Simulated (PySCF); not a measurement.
Point-charge models of `C#C[Si@@H](NCC)C(F)(F)F` against its computed dipole.

Coordinates (GFN2-xTB, Å) and charges (e) from the PBE0/pcSseg-1 density (PySCF):

```
atom       x       y       z  Mulliken      IAO  Hirshfeld  ESP-fitted
  C1  -2.098  -2.185   0.255   -0.1779  -0.1664    -0.0670     -0.3678
  C2  -1.583  -1.109   0.420   -0.1963  -0.3628    -0.1614     -0.0678
 Si3  -0.759   0.537   0.631   +0.9009  +1.0192    +0.3929     +0.3594
  N4   0.730   0.816  -0.154   -0.6696  -0.6701    -0.2369     -0.7862
  C5   1.944   0.094   0.168   -0.0631  -0.1353    -0.0149     +0.2862
  C6   2.058  -1.225  -0.589   -0.2872  -0.4314    -0.1250     -0.2880
  C7  -1.955   1.782  -0.258   +0.5228  +0.5484    +0.1686     +0.3381
  F8  -3.256   1.497  -0.056   -0.2734  -0.2819    -0.1050     -0.1606
  F9  -1.787   1.820  -1.600   -0.2831  -0.2896    -0.1048     -0.1603
 F10  -1.789   3.053   0.165   -0.2775  -0.2850    -0.1075     -0.1633
 H11  -2.559  -3.120   0.115   +0.0697  +0.2069    +0.1029     +0.3165
 H12  -0.681   0.915   2.039   -0.0672  -0.1216    -0.0632     -0.0087
 H13   0.731   1.144  -1.110   +0.2082  +0.2666    +0.1163     +0.3973
 H14   2.803   0.732  -0.063   +0.1250  +0.1407    +0.0438     +0.0078
 H15   1.939  -0.098   1.242   +0.1175  +0.1352    +0.0441     +0.0547
 H16   2.069  -1.046  -1.662   +0.1071  +0.1392    +0.0402     +0.0831
 H17   1.209  -1.861  -0.352   +0.1312  +0.1459    +0.0330     +0.1054
 H18   2.975  -1.739  -0.313   +0.1128  +0.1421    +0.0438     +0.0540
```

Task: Compute μ = Σ q r for each scheme (1 e·Å = 4.803 D) and compare with the dipole of the full density.

Result: The full density gives (2.41, -2.54, 0.18) D, 3.51 D in size; dipole vectors point from the negative to the positive end.

| scheme | μx | μy | μz | size (D) | share of the full size (%) | angle to the full dipole (°) |
| --- | --- | --- | --- | --- | --- | --- |
| Mulliken | 4.72 | -2.22 | 2.44 | 5.76 | 164 | 30 |
| IAO | 3.24 | -2.81 | 1.85 | 4.67 | 133 | 21 |
| Hirshfeld | 1.71 | -1.34 | 0.46 | 2.22 | 63 | 12 |
| ESP-fitted | 2.45 | -2.57 | 0.23 | 3.56 | 101 | 1 |

Task: Which set comes closest?

Result: Length of the difference vector: ESP-fitted 0.07 D, Hirshfeld 1.42 D, IAO 1.88 D, Mulliken 3.24 D. Closest: ESP-fitted. ESP charges are fitted to the potential around the molecule, whose slowest-falling term is the dipole's. The schemes that divide the density aren't constrained to reproduce the dipole.

Task: What is left for the Hirshfeld atoms' own dipoles?

Result: The shares of the density sum to the whole, so what Σ q r misses lies in dipoles about the nuclei. The atomic dipoles sum to (2.41, -2.54, 0.18) − (1.71, -1.34, 0.46) = (0.70, -1.20, -0.28) D, 1.42 D in size.

Task: With the origin at the mean of the coordinates, (0.000, 0.000, -0.062) Å, which are the largest single terms, by size, of the Hirshfeld dipole along the direction of the full one?

Result: C7 -2.14, F10 +1.77, F8 +1.67, Si3 -1.65, C6 -1.37 D; all 18 atoms together +2.17 D. The single terms depend on the origin, their sum doesn't.

Task: Give the size of the full dipole in other units.

Result: 3.51 D = 1.381 au = 0.731 e·Å = 11.71 × 10⁻³⁰ C·m.

Isolated species at its GFN2-xTB geometry (one conformer only).

Conformer computed: `[CH:1]#[C:2][Si@@H:3]([NH:4][CH2:5][CH3:6])[C:7]([F:8])([F:9])[F:10]`: C2–Si3–N4–C5 -65°, Si3–N4–C5–C6 86°, C2–Si3–C7–F8 39°.
